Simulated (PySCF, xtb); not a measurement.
CsCl, SMILES [Cl][Cs].

GFN2-xTB run with xtb at its own geometry gives an orbital gap of 1.78 eV and a dipole moment of 8.89 D.

Geometry: B3LYP-D3(BJ)/def2-TZVPD. The def2 effective core potentials stand for the cores of Cs; spin–orbit coupling is left out.

What does CAM-B3LYP/def2-TZVPD (PySCF) give? (The exact figures need the calculation; the answer reports its results.)

gap 6.50 eV (levels -7.30 and -0.80 eV), dipole 10.80 D.
